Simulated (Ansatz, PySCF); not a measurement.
Process, species as SMILES: NC=O -> N[C]=O + H atom (the C-H bond at the site shown breaks; other sites are not compared here)
Each molecule is optimised on its own at B3LYP-D3(BJ)/def2-TZVP (Ansatz, a quantum-chemistry and plane-wave program), one conformer each, not searched for the lowest.

Wanted: bond dissociation energy (enthalpy at 298 K, with B3LYP-D3(BJ) rigid-rotor harmonic-oscillator terms from PySCF), in kcal/mol. Cores are frozen in the correlated levels unless marked. Open shells are spin-unrestricted. Spin-orbit coupling is left out. No relativistic terms. FCI takes restricted orbitals. Basis-set limits of correlation are two-point, X^-3; Hartree-Fock from the larger set. [CCSD(T)-MP2]/basis is that difference in the basis named.

```tsv
level	program	bond dissociation energy (kcal/mol)
HF/STO-3G	Ansatz	87.9
SVWN5/def2-TZVPD	Ansatz	99.4
PBE-D4/def2-TZVPD	Ansatz + dftd4	89.0
TPSS/def2-TZVPD	PySCF	91.1
M06-L/def2-TZVPD	PySCF	89.9
r2SCAN-D3(BJ)/def2-TZVPD	Ansatz + dftd3	89.5
B3LYP-D4/def2-TZVPD	Ansatz + dftd4	91.5
B3LYP/def2-TZVPD	Ansatz	91.1
PBE0-D4/def2-TZVP	Ansatz + dftd4	90.0
PBE0/def2-TZVPD	Ansatz	89.9
TPSSh-D3(BJ)/def2-TZVPD	PySCF + dftd3	92.0
PW6B95-D3(BJ)/def2-TZVPD	PySCF + dftd3	91.5
PW6B95/def2-TZVPD	PySCF	91.4
MN15-D3(BJ)/def2-TZVPD	PySCF + dftd3	92.6
CAM-B3LYP-D3(BJ)/def2-TZVPD	Ansatz + dftd3	92.0
LC-wPBE-D3(BJ)/def2-TZVPD	Ansatz + dftd3	89.9
RPA@PBE/cc-pVQZ	Ansatz	90.8
MP2/STO-3G	Ansatz	91.4
CCSD(T)/cc-pVTZ	Ansatz	92.7
FCI/STO-3G	Ansatz	94.1
RI-MP2/CBS(cc-pVTZ,cc-pVQZ)+[CCSD(T)-MP2]/cc-pVTZ	Ansatz	94.7
```
